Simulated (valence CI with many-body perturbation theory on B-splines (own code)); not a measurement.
Gd XXXIV: calculated level list

Level of theory: configuration interaction combined with many-body perturbation theory (CI+MBPT): three valence electrons over a frozen Dirac-Fock core [Ar] 3d10, a basis of 11 s, 11 p, 10 d, 8 f, 5 g, 2 h functions for each j, with the one-electron correlation potential Σ1, the two-electron term Σ2, the three-electron term Σ3, Breit, model QED; selected CI, second order for the rest, scaled by the run's own slope (own B-spline code, finite nucleus).

The last digits are not significant, and no measured levels were compared; by estimate large intervals hold to a few tenths of a per cent, small ones and those within an open d or f shell to about a per cent.

Levels 136 to 180 of 182, with energies above the lowest level, (4s^2 4p1/2) J=1/2. "Leading %" is the weight of the configuration and term that name the level; weights of strongly mixed levels are sums over their largest components and can fall short, so below about 35 % the name and the second component can differ from the true leading terms, or belong to a minority configuration. In the jj column 3d3/2^4 stands for four electrons in 3d with j = 3/2. Lifetimes count E1, E2, E3, M1 and M2 decay at the calculated energies, and are blank where another channel may lead or the interval is too uncertain; long ones can be off by a factor of two.

```csv
No.,Configuration,Term,J,E (Ry),Leading %,Lifetime,g,Leading jj
136,4p2 4f,2F°,7/2,36.987,39,2.25 ps,1.209,4p1/2 4p3/2 4f7/2 (44 %)
137,4p2 4f,2D°,5/2,37.024,38,2.46 ps,1.220,4p1/2 4p3/2 4f7/2 (51 %)
138,4p2 4f,4D°,3/2,37.046,37,2.73 ps,1.052,4p1/2 4p3/2 4f5/2 (74 %)
139,4p2 4f,2P°,1/2,37.098,48,2.94 ps,0.355,4p1/2 4p3/2 4f5/2 (87 %)
140,4p 4d2,2P°,1/2,37.441,76,2.61 ps,0.663,4p1/2 4d5/2^2 (86 %)
141,4p2 4f,2F°,5/2,37.576,47,3.20 ps,0.935,4p1/2 4p3/2 4f7/2 (72 %)
142,4p2 4f,2G°,9/2,37.593,36,2.52 ps,0.994,4p1/2 4p3/2 4f5/2 (33 %)
143,4p2 4f,2D°,3/2,37.702,45,2.30 ps,1.024,4p1/2 4p3/2 4f7/2 (68 %)
144,4p2 4f,2F°,7/2,37.880,19,1.65 ps,1.038,4p1/2 4p3/2 4f7/2 (28 %)
145,4p 4d2,2D°,3/2,38.561,35,1.07 ps,0.870,4p3/2 4d3/2^2 (78 %)
146,4p 4d2,2F°,7/2,38.636,37,1.18 ps,1.076,4p3/2 4d3/2^2 (49 %)
147,4p 4d2,4F°,5/2,38.648,30,1.08 ps,0.987,4p3/2 4d3/2^2 (67 %)
148,4p 4d2,4G°,9/2,38.652,42,1.83 ps,1.182,4p3/2 4d3/2 4d5/2 (87 %)
149,4p 4d2,4F°,7/2,38.706,35,1.80 ps,1.168,4p3/2 4d3/2 4d5/2 (81 %)
150,4s2 5s,2S,1/2,38.718,99,270 fs,2.000,4s^2 5s (99 %)
151,4p 4d2,4G°,11/2,38.719,86,3.99 ps,1.254,4p3/2 4d5/2^2 (58 %)
152,4p 4d2,4D°,1/2,38.786,67,1.05 ps,0.401,4p3/2 4d3/2^2 (81 %)
153,4p 4d2,4D°,5/2,38.843,34,2.47 ps,1.307,4p3/2 4d3/2 4d5/2 (72 %)
154,4p 4d2,4D°,3/2,38.903,42,1.30 ps,1.201,4p3/2 4d3/2^2 (46 %)
155,4p 4d2,2F°,5/2,38.993,27,1.88 ps,1.099,4p3/2 4d3/2 4d5/2 (63 %)
156,4p 4d2,2G°,9/2,38.997,34,2.39 ps,1.065,4p3/2^2 4f5/2 (31 %)
157,4p 4d2,2S°,1/2,39.074,44,1.55 ps,1.707,4p3/2 4d3/2 4d5/2 (91 %)
158,4p 4d2,4D°,7/2,39.079,39,2.09 ps,1.226,4p3/2 4d3/2 4d5/2 (53 %)
159,4p 4d2,2H°,11/2,39.125,63,3.07 ps,1.135,4p3/2 4d3/2 4d5/2 (45 %)
160,4p 4d2,4D°,3/2,39.201,20,1.34 ps,1.441,4p3/2 4d3/2 4d5/2 (44 %)
161,4p 4d2,2G°,7/2,39.269,24,1.52 ps,1.103,4p3/2 4d3/2 4d5/2 (63 %)
162,4p 4d2,4P°,5/2,39.365,44,2.55 ps,1.393,4p3/2 4d5/2^2 (57 %)
163,4p 4d2,2D°,5/2,39.489,40,1.47 ps,1.194,4p3/2 4d3/2 4d5/2 (57 %)
164,4p 4d2,2F°,7/2,39.499,26,4.02 ps,1.066,4p3/2 4d5/2^2 (52 %)
165,4p 4d2,4F°,9/2,39.567,26,2.36 ps,1.196,4p3/2 4d5/2^2 (46 %)
166,4p 4d2,4S°,3/2,39.570,26,1.32 ps,1.256,4p3/2 4d3/2 4d5/2 (68 %)
167,4s 4d 4f,4H°,7/2,39.598,74,2.69 ps,0.788,4s 4d3/2 4f5/2 (63 %)
168,4p2 4f,4F°,7/2,39.716,12,2.68 ps,1.176,4p3/2^2 4f7/2 (36 %)
169,4s 4d 4f,4F°,3/2,39.766,57,1.71 ps,0.591,4s 4d3/2 4f5/2 (63 %)
170,4s 4d 4f,4H°,9/2,39.768,86,2.73 ps,0.991,4s 4d3/2 4f7/2 (36 %)
171,4p 4d2,2P°,1/2,39.814,44,1.81 ps,0.662,4p3/2 4d5/2^2 (48 %)
172,4p 4d2,2F°,5/2,39.844,57,1.89 ps,0.907,4p3/2 4d3/2 4d5/2 (56 %)
173,4p2 4f,4F°,9/2,39.919,30,2.08 ps,1.202,4p3/2^2 4f7/2 (52 %)
174,4s 4d 4f,4F°,5/2,39.941,69,1.61 ps,1.038,4s 4d3/2 4f7/2 (34 %)
175,4p 4d2,2D°,3/2,39.943,33,1.55 ps,0.899,4p3/2 4d3/2 4d5/2 (57 %)
176,4s 4d 4f,4H°,11/2,39.959,77,3.03 ps,1.138,4s 4d3/2 4f7/2 (58 %)
177,4s 4d 4f,4F°,7/2,40.098,66,1.52 ps,1.185,4s 4d3/2 4f7/2 (56 %)
178,4s 4d 4f,4G°,5/2,40.100,20,1.42 ps,0.951,4p3/2^2 4f5/2 (42 %)
179,4s 4d 4f,4F°,3/2,40.134,32,1.69 ps,0.701,4p3/2^2 4f5/2 (33 %)
180,4p 4d2,2F°,7/2,40.182,12,1.49 ps,1.158,4p3/2^2 4f5/2 (26 %)
```

Where two levels of one J and parity lie close, their mixing, g and order are uncertain.
